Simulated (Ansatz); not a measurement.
`F[SiH2]I` + H₂ → `[SiH3]I` + H–F  (hydrogenolysis of the Si–F bond)

Isolated molecules relaxed with PBE0-D4/def2-TZVP in Ansatz; ΔE leaves out vibrations. CCSD(T)/CBS is the MP2 limit (def2-TZVPP, def2-QZVPP) plus CCSD(T) − MP2 in def2-TZVPP, frozen cores. This one scheme is used for every species. Functionals use def2-TZVPP. def2 core potentials past Kr. For I outer-core shells are correlated without core-valence functions, which leaves a few kJ/mol of doubt a bond.

```
   species  r2SCAN0 energy (Eh)
`F[SiH2]I`           -688.40708
        H₂             -1.17054
 `[SiH3]I`           -589.10093
       H–F           -100.43389
```

**Question.** Work out ΔE.

**Answer.** ΔE = (-589.10093) + (-100.43389) − (-688.40708) − (-1.17054) = 0.04280 Eh = +26.9 kcal/mol. CCSD(T)/CBS gives +26.2 kcal/mol.

Largest T1 diagnostic among the species: 0.009.

At CCSD(T), def2-SVP lies −3.9 kcal/mol from the extrapolated value and def2-TZVPP −0.5 kcal/mol. Leaving LDA and LC-ωPBE aside and taking each functional with its dispersion term where it has one, the values, not all of them listed here, spread over 3.7 kcal/mol, from HSE06-D4 to r2SCAN-D4. From r2SCAN to r2SCAN0 (25 % exact exchange), in def2-TZVPP and without D4, ΔE moves by −1.3 kcal/mol.
